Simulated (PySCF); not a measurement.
Diatomic cations of F with group 13

PBE0 with triple-zeta basis sets in PySCF, for the lowest determinant that a PBE0 search found; no spin–orbit coupling. De refers to high-spin ground-configuration atoms (the charge goes to the atom of lower measured ionisation energy or higher electron affinity, which is not always the lowest computed limit). A positive dipole points towards F; it is taken about the centre of mass and depends on that origin.

| M | basis | charged atom | state (unpaired electrons) | Re (Å) | ωe (cm⁻¹) | De (eV) | μ (D) |
| --- | --- | --- | --- | --- | --- | --- | --- |
| B | cc-pVTZ | B+ | doublet (σ ↑) | 1.212 | 1710 | 5.63 | -3.39 |
| Al | def2-TZVPPD | Al+ | doublet (σ ↑) | 1.601 | 935 | 3.29 | -5.31 |
| Ga | cc-pVTZ-PP/cc-pVTZ | Ga+ | doublet (σ ↑) | 1.707 | 702 | 1.46 | -3.59 |
| In | cc-pVTZ-PP/cc-pVTZ | In+ | doublet (σ ↑) | 1.928 | 564 | 1.10 | -3.67 |

The shortest bond is that of BF⁺ (1.212 Å), the longest that of InF⁺ (1.928 Å). BF⁺ is bound most strongly (5.63 eV) and InF⁺ least (1.10 eV).

The rows differ in basis set, which adds steps of its own.

Down a group the atoms grow and get heavier, so bonds lengthen and wavenumbers fall; this series shows no clear exception.

Spin–orbit coupling is left out, which matters for elements this heavy, above all for dissociation energies. For an ion De counts to the pair picked by the measured ionisation energies or electron affinities, which need not be the lowest pair at this level. States were picked by a PBE0 search and need not be the measured ground states.
